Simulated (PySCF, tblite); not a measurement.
Isomers of C2H13NSSi4. Computed with GFN2-xTB (tblite): harmonic, unscaled wavenumbers at the GFN2-xTB geometry, gas phase. Against measured fundamentals such values can be off by several per cent, at times by over 20. Modes of hydrogen on silicon and sulfur can be 10 to 20 % off. One conformer each.

Electronic energies: PBE0/pcSseg-1 single points on the GFN2-xTB geometries (PySCF, gas phase).

```json
{"SMILES": "CN1C[SiH2][Si@@H]([SiH3])S[SiH2]1", "electronic energy, lowest = 0 (kcal/mol)": "17.0"}
{"SMILES": "CN[Si@@H]1[SiH2][SiH2]S[Si@H]1C", "electronic energy, lowest = 0 (kcal/mol)": "0.5"}
{"SMILES": "CN1C[Si@@H](S)[Si@H]([SiH3])[SiH2]1", "electronic energy, lowest = 0 (kcal/mol)": "30.9"}
{"SMILES": "CN[Si@@H]1[SiH2][SiH2]S[Si@@H]1C", "electronic energy, lowest = 0 (kcal/mol)": "0.0"}
{"SMILES": "C=C[Si@@H](S[SiH3])N([SiH3])[SiH3]", "electronic energy, lowest = 0 (kcal/mol)": "10.3"}
```

How do GFN2-xTB zero-point energies change the relative energies?

```csv
SMILES,ZPE (kcal/mol),of it from modes above 1550 cm⁻¹,electronic (kcal/mol),"with ZPE, lowest = 0 (kcal/mol)",lowest mode (cm⁻¹),rings
CN[Si@@H]1[SiH2][SiH2]S[Si@@H]1C,89.5,49.5,0.0,0.0,28,1
CN[Si@@H]1[SiH2][SiH2]S[Si@H]1C,89.4,49.4,0.5,0.5,24,1
C=C[Si@@H](S[SiH3])N([SiH3])[SiH3],82.2,48.1,10.3,3.0,12,0
CN1C[SiH2][Si@@H]([SiH3])S[SiH2]1,86.9,46.5,17.0,14.4,29,1
CN1C[Si@@H](S)[Si@H]([SiH3])[SiH2]1,85.9,46.3,30.9,27.3,23,1
```

The zero-point energies span 7.3 kcal/mol, from `C=C[Si@@H](S[SiH3])N([SiH3])[SiH3]` to `CN[Si@@H]1[SiH2][SiH2]S[Si@@H]1C`. The order is unchanged.

And how do the electronic energies of GFN2-xTB itself compare?

`CN[Si@@H]1[SiH2][SiH2]S[Si@@H]1C` 36.7; `CN[Si@@H]1[SiH2][SiH2]S[Si@H]1C` 36.9; `C=C[Si@@H](S[SiH3])N([SiH3])[SiH3]` 0.0; `CN1C[SiH2][Si@@H]([SiH3])S[SiH2]1` 21.8; `CN1C[Si@@H](S)[Si@H]([SiH3])[SiH2]1` 53.1 kcal/mol, lowest = 0. Against the energies above, taken from the same isomer `CN[Si@@H]1[SiH2][SiH2]S[Si@@H]1C`, the largest difference is 47.0 kcal/mol.
